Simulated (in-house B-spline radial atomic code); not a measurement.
Ionisation energies along the 17-electron series, configuration 1s2 2s2 2p6 3s2 3p1/2(2) 3p3/2(3), as differences of self-consistent energies. Dirac energy differences include first-order Breit, QED and recoil terms. NIST's values go from ground level to ground level; the uncertainty of those that are theory runs from under 0.1 % in few-electron ions to several per cent in heavy many-electron ones. Computed with a B-spline radial code for spherical atoms: Dirac-Hartree-Fock, jj configuration that fills j = l - 1/2 first, finite nuclei.

A number in brackets counts the electrons of a j subshell.

```tsv
ion	configuration after	ionisation energy (eV)	IE/(q+1)² (eV)	-ε less Coulomb ΔSCF (eV)	Breit and QED recoil part (eV)	tabulated value (eV)	tabulated kind	computed minus tabulated (eV)
Cl	[Ne] 3s2 3p1/2(2) 3p3/2(2)	12.70	12.698	1.0148	0.00083111	12.96763	measured	-0.27
Ar+	[Ne] 3s2 3p1/2(2) 3p3/2(2)	27.44	6.8592	0.96827	-0.0011224	27.62967	measured	-0.19
K2+	[Ne] 3s2 3p1/2(2) 3p3/2(2)	45.59	5.0661	0.9751	-0.004239	45.8031	semi-empirical	-0.21
Ca3+	[Ne] 3s2 3p1/2(2) 3p3/2(2)	?	?	?	?	?	semi-empirical	?
Sc4+	[Ne] 3s2 3p1/2(2) 3p3/2(2)	91.69	3.6678	0.92522	-0.014379	91.95	semi-empirical	-0.26
Ti5+	[Ne] 3s2 3p1/2(2) 3p3/2(2)	?	?	?	?	?	semi-empirical	?
V6+	[Ne] 3s2 3p1/2(2) 3p3/2(2)	150.47	3.0708	0.90152	-0.030682	150.72	semi-empirical	-0.25
```

Question: Fill in the row of Ca3+.

Answer: ionisation energy (eV): 67.04; IE/(q+1)² (eV): 4.1899; -ε less Coulomb ΔSCF (eV): 0.94523; Breit and QED recoil part (eV): -0.008625; tabulated value (eV): 67.2732; computed minus tabulated (eV): -0.23.

Question: Fill in the row of Ti5+.

Answer: ionisation energy (eV): 119.52; IE/(q+1)² (eV): 3.3199; -ε less Coulomb ΔSCF (eV): 0.91134; Breit and QED recoil part (eV): -0.021689; tabulated value (eV): 119.533; computed minus tabulated (eV): -0.02.

Question: How far is this level of theory from the measured and semi-empirical values?

Answer: Over those 7 rows the differences run from -0.27 to -0.0179 eV (mean absolute value 0.2 eV). The calculation leaves out correlation and, in open shells, the multiplet splittings that an average leaves out.
